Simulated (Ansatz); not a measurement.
Born–Oppenheimer molecular dynamics of F2HOSi (5 atoms, charge 0, multiplicity 2). It goes on from the last frame of an earlier run, with new velocities.

Level of theory: Ansatz, UKS PBE0-D4/def2-SVP.

```yaml
ensemble: NVT, Langevin thermostat
time_step: 1 fs
steps_asked: 150
set_temperature: 700 K
friction: 0.05 /fs
seed: 38744
```

Frames 2 fs apart, positions in Å, forces in eV/Å.

Velocities at 10.0 fs (Å/ps):

```
O 1.47 0.40 -1.83
Si -3.17 -2.21 1.71
F -5.71 -0.11 -1.26
F 0.62 7.97 -7.40
H -21.07 -24.13 37.30
```

```xyz
5
Properties=species:S:1:pos:R:3:forces:R:3 time_fs=10.0 energy_less_start_eV=0.284 T=476
O -0.718 0.264 1.443 -0.23 -0.06 0.99
Si 0.052 -0.013 0.029 -1.61 -2.20 -3.48
F 0.820 -1.454 -0.158 -0.67 1.26 0.57
F -1.047 0.015 -1.244 1.18 -0.33 1.74
H 0.848 1.099 -0.273 1.33 1.32 0.18
5
Properties=species:S:1:pos:R:3:forces:R:3 time_fs=12.0 energy_less_start_eV=0.292 T=359
O -0.716 0.266 1.438 -0.37 -0.07 1.14
Si 0.044 -0.017 0.027 -1.87 -2.41 -3.43
F 0.811 -1.450 -0.164 -0.60 1.07 0.51
F -1.042 0.030 -1.253 1.20 -0.33 1.73
H 0.840 1.088 -0.204 1.64 1.74 0.05
5
Properties=species:S:1:pos:R:3:forces:R:3 time_fs=14.0 energy_less_start_eV=0.132 T=509
O -0.716 0.271 1.437 -0.35 -0.11 0.97
Si 0.034 -0.023 0.021 -0.79 -0.93 -3.08
F 0.807 -1.445 -0.166 -0.56 0.89 0.42
F -1.030 0.044 -1.259 1.05 -0.31 1.51
H 0.890 1.130 -0.136 0.64 0.46 0.19
5
Properties=species:S:1:pos:R:3:forces:R:3 time_fs=16.0 energy_less_start_eV=0.086 T=824
O -0.721 0.278 1.439 -0.14 -0.20 0.41
Si 0.028 -0.029 0.009 0.36 0.81 -1.95
F 0.808 -1.437 -0.164 -0.44 0.57 0.29
F -1.015 0.048 -1.261 0.82 -0.23 1.11
H 0.991 1.184 -0.057 -0.60 -0.95 0.13
5
Properties=species:S:1:pos:R:3:forces:R:3 time_fs=18.0 energy_less_start_eV=0.166 T=646
O -0.720 0.286 1.438 0.04 -0.31 -0.06
Si 0.026 -0.039 -0.002 1.05 1.75 -0.53
F 0.818 -1.429 -0.163 -0.31 0.19 0.17
F -0.996 0.046 -1.257 0.44 -0.14 0.54
H 1.070 1.200 0.037 -1.22 -1.49 -0.12
5
Properties=species:S:1:pos:R:3:forces:R:3 time_fs=20.0 energy_less_start_eV=0.174 T=728
O -0.721 0.290 1.437 0.12 -0.42 -0.38
Si 0.025 -0.049 -0.012 1.35 2.08 0.85
F 0.827 -1.420 -0.163 -0.14 -0.24 0.08
F -0.970 0.042 -1.253 -0.11 -0.05 -0.19
H 1.086 1.165 0.120 -1.22 -1.36 -0.35
5
Properties=species:S:1:pos:R:3:forces:R:3 time_fs=22.0 energy_less_start_eV=0.118 T=713
O -0.726 0.295 1.431 0.14 -0.55 -0.58
Si 0.034 -0.055 -0.021 1.20 1.51 1.90
F 0.840 -1.425 -0.163 -0.15 -0.28 0.04
F -0.944 0.040 -1.250 -0.57 0.01 -0.85
H 1.046 1.095 0.193 -0.62 -0.69 -0.51
5
Properties=species:S:1:pos:R:3:forces:R:3 time_fs=24.0 energy_less_start_eV=0.153 T=706
O -0.730 0.301 1.425 0.13 -0.69 -0.73
Si 0.045 -0.059 -0.027 0.38 0.54 2.49
F 0.850 -1.429 -0.157 -0.12 -0.31 0.00
F -0.918 0.037 -1.253 -0.84 0.05 -1.29
H 0.976 1.033 0.251 0.45 0.42 -0.47
5
Properties=species:S:1:pos:R:3:forces:R:3 time_fs=26.0 energy_less_start_eV=0.237 T=461
O -0.732 0.308 1.418 0.10 -0.76 -0.70
Si 0.060 -0.060 -0.024 -0.81 -0.40 2.04
F 0.863 -1.432 -0.147 -0.10 -0.31 -0.01
F -0.899 0.039 -1.262 -0.62 0.00 -1.07
H 0.924 1.002 0.267 1.43 1.48 -0.26
5
Properties=species:S:1:pos:R:3:forces:R:3 time_fs=28.0 energy_less_start_eV=0.239 T=499
O -0.729 0.308 1.407 0.00 -0.73 -0.42
Si 0.075 -0.062 -0.015 -1.42 -0.70 1.10
F 0.878 -1.435 -0.136 -0.11 -0.21 0.01
F -0.889 0.043 -1.272 -0.16 -0.11 -0.51
H 0.899 1.020 0.257 1.69 1.75 -0.18
5
Properties=species:S:1:pos:R:3:forces:R:3 time_fs=30.0 energy_less_start_eV=0.107 T=808
O -0.723 0.298 1.394 -0.15 -0.55 0.04
Si 0.089 -0.062 -0.003 -0.85 0.37 0.14
F 0.884 -1.439 -0.121 -0.09 -0.17 0.01
F -0.880 0.050 -1.284 0.35 -0.19 0.15
H 0.948 1.078 0.240 0.74 0.53 -0.34
5
Properties=species:S:1:pos:R:3:forces:R:3 time_fs=32.0 energy_less_start_eV=0.085 T=633
O -0.721 0.284 1.386 -0.30 -0.34 0.42
Si 0.097 -0.059 0.009 -0.05 0.97 -0.81
F 0.892 -1.446 -0.105 -0.25 0.10 0.02
F -0.871 0.059 -1.299 0.76 -0.25 0.75
H 1.025 1.124 0.219 -0.16 -0.49 -0.39
```

Of the whole run (150 fs, mean temperature of the second half 1096 K): The mean temperature of the second half is 57 % above the set value. A run of 0.15 ps of so small a system gives no equilibrium averages.

Time of the run: 8.4 min on 1 thread of Intel(R) Xeon(R) 6975P-C (Granite Rapids), with other jobs on the host, peak memory 0.24 GiB.
